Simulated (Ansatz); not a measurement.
(OH)3Ti-NH-SiH3 (TiSiNO₃H₇): single points at one geometry.

```yaml
crystal:
  periodic: [false, false, false]
  atoms:
    - {symbol: Ti, position_ang: [0.893436, 0.222553, 0.627552]}
    - {symbol: O, position_ang: [-0.255677, 1.473163, 1.236190]}
    - {symbol: O, position_ang: [2.431030, 0.896344, -0.005650]}
    - {symbol: O, position_ang: [1.216773, -0.977608, 1.923390]}
    - {symbol: N, position_ang: [-0.046146, -0.562034, -0.820237]}
    - {symbol: Si, position_ang: [-1.759880, -0.387710, -1.098137]}
    - {symbol: H, position_ang: [-0.346058, 2.385288, 0.931814]}
    - {symbol: H, position_ang: [3.336799, 0.785092, 0.307280]}
    - {symbol: H, position_ang: [0.887272, -1.873801, 2.058922]}
    - {symbol: H, position_ang: [0.503635, -0.918001, -1.603984]}
    - {symbol: H, position_ang: [-2.515863, -0.660168, 0.159151]}
    - {symbol: H, position_ang: [-2.200401, -1.364985, -2.144602]}
    - {symbol: H, position_ang: [-2.144921, 0.981866, -1.571689]}
basis:
  gaussian: {orbitals: def2-TZVP, initial_orbitals: start.molden}
hamiltonian: {xc: pbe}
correlation: {method: rpa}
scf: {omitted_lower_state_checks: [starts]}
```

The file start.molden holds the orbitals of an earlier run on this structure, at another level or in another basis.

```sh
$ ansatz run in.yaml --threads 2 --pin off --events-out ev --progress --plain --max-ram 32768MiB --backend cpu
```

It prints (some lines left out):

```
Functional definition: PBE
1789 factors; integrals over basis functions are off by at most 1.4e-3 eV
mean field evaluation 1: about -38729.3445 eV, gradient 1.4e1 eV
mean field evaluation 2: about -38729.6029 eV, gradient 3.5e-1 eV
mean field evaluation 4: about -38729.5970 eV, gradient 4.4e-4 eV
mean field evaluation 8: about -38729.5970 eV, gradient 8.5e-7 eV
mean field -38729.59697798 eV, -1423.2864370771 hartree, gradient 8.5e-7 eV, S^2 0.000000; 0 other end points of the search recorded, 0 dependent functions left out
14 core orbitals not correlated: weight in the atoms' cores, before any rotation towards them, 1.000 or more for the frozen orbitals, at most 0.000 for the correlated occupied ones
reference -38658.02101297 eV, -1420.6560688788 hartree; 23, 23 occupied and 211, 211 virtual orbitals, 1789 factors
Total energy: -38719.43819078 eV, -1422.9131085335 hartree
Checks for a lower state left out: starts
```

It took 11 s on 2 threads of AMD EPYC 7R13 on a shared host, peak host memory 0.7 GiB.

Geometry: r2SCAN-D4/def2-SVP.

Correlated methods freeze 14 core orbitals; core or outer-core shells of Ti are correlated, in sets that lack core-valence functions.
